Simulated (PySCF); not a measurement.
Dipole response of Sr (strontium, neutral)

[Kr] 5s2, closed-shell 1S. All numbers are calculated (PySCF 2.14, scalar relativity by spin-free X2C-1e, in aug-cc-pVQZ-X2C (9s8p6d3f2g, 102 functions)). Coupled (time-dependent) response in atomic units; α is the mean over directions.

```csv
method,mean α (bohr³),C₆ (like pair),S(−4)
M06-2X,231.2,3888,26380
```

S(−4) is the Cauchy moment in α(ω) = α(0) + S(−4) ω² + …

Reference α: 197.2 ± 0.2 bohr³ (recommended; Schwerdtfeger and Nagle, table of static dipole polarizabilities (2023 update)). Published C₆: 3175 (Chu and Dalgarno (2004); Tang, Norbeck and Certain (1976)).

α(iu) at M06-2X:

```json
{"u (hartree)": "0", "α(iu) (bohr³)": "231.2"}
{"u (hartree)": "0.0500", "α(iu) (bohr³)": "180.2"}
{"u (hartree)": "0.100", "α(iu) (bohr³)": "109.8"}
{"u (hartree)": "0.200", "α(iu) (bohr³)": "45.43"}
{"u (hartree)": "0.300", "α(iu) (bohr³)": "24.95"}
{"u (hartree)": "0.500", "α(iu) (bohr³)": "12.13"}
{"u (hartree)": "0.750", "α(iu) (bohr³)": "7.166"}
{"u (hartree)": "1.00", "α(iu) (bohr³)": "4.940"}
{"u (hartree)": "1.50", "α(iu) (bohr³)": "2.804"}
{"u (hartree)": "2.00", "α(iu) (bohr³)": "1.795"}
{"u (hartree)": "3.00", "α(iu) (bohr³)": "0.9026"}
{"u (hartree)": "5.00", "α(iu) (bohr³)": "0.3549"}
```

A single London oscillator, α(iu) = α/(1 + u²/ω²), gives C₆ = (3/4) ω α². Matching the computed C₆ needs ω = 4 × 3888 / (3 × 231.2²) = 0.0970 hartree.
